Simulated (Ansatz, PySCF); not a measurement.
System: sum formula SiN$_{2}$H$_{3}$F$_{2}$ (charge -1, singlet). It need not be the lowest isomer of its formula. Whether it binds its extra electron was not tested at this geometry. 
Structure (B3LYP-D3(BJ)/def2-TZVP (Ansatz, a first-principles code) minimum search):
```
Si
N 1 1.6259
H 2 1.0135 1 116.93
F 1 1.6307 2 110.61 3 -178.70
F 1 1.6542 2 120.88 3 -64.96
N 1 1.7609 2 119.74 3 60.02
H 6 1.0084 1 113.92 2 -7.23
H 6 1.0105 7 110.18 1 133.94
```
Charge -1, spin multiplicity 1.

Total electronic energies in hartree. Valence correlation only, unless marked. Spin-orbit coupling is left out. No relativistic terms. CBS marks a two-point X^-3 extrapolation of the correlation energy; Hartree-Fock from the larger set.

```csv
level,program,energy (Eh)
RI-HF/aug-cc-pV(Q+d)Z,Ansatz,-598.82904
RI-HF/cc-pV(Q+d)Z,Ansatz,-598.82505
PBE-D3(BJ)/def2-TZVPD,Ansatz + dftd3,-600.40033
PBE-D4/def2-TZVPD,Ansatz + dftd4,-600.40179
B3LYP/def2-TZVPD,Ansatz,-600.88896
PBE0-D3(BJ)/def2-TZVPD,Ansatz + dftd3,-600.42745
PBE0/def2-TZVPD,Ansatz,-600.42289
r2SCANh/def2-TZVPD,Ansatz,-600.68019
HSE06/def2-TZVPD,Ansatz,-600.40291
wB97X-V/def2-TZVPD,Ansatz,-600.71415
B2GP-PLYP-D3(BJ)/def2-TZVPD,Ansatz + dftd3,-600.47458
B2GP-PLYP-D4/def2-TZVPD,Ansatz + dftd4,-600.47368
RPA@PBE/cc-pV(T+d)Z,Ansatz,-600.34020
MP2/aug-cc-pV(D+d)Z,Ansatz,-599.58865
MP2/cc-pVTZ,Ansatz,-599.83780
RI-MP2/aug-cc-pV(T+d)Z,Ansatz,-599.89481
SCS-MP2/cc-pwCVTZ,Ansatz,-599.84914
CCSD/STO-3G,Ansatz,-590.93316
CCSD/6-31G*,Ansatz,-599.38492
CCSD(T)/6-31G*,Ansatz,-599.40110
CCSD(T)/cc-pVDZ,PySCF,-599.47213
CCSD(T)/cc-pV(T+d)Z,Ansatz,-599.89514
"CCSD(T)/CBS(aug-cc-pV(T+d)Z,aug-cc-pV(Q+d)Z)",Ansatz,-600.0907
```

Totals of different functionals don't rank their quality; only differences between species are comparable.
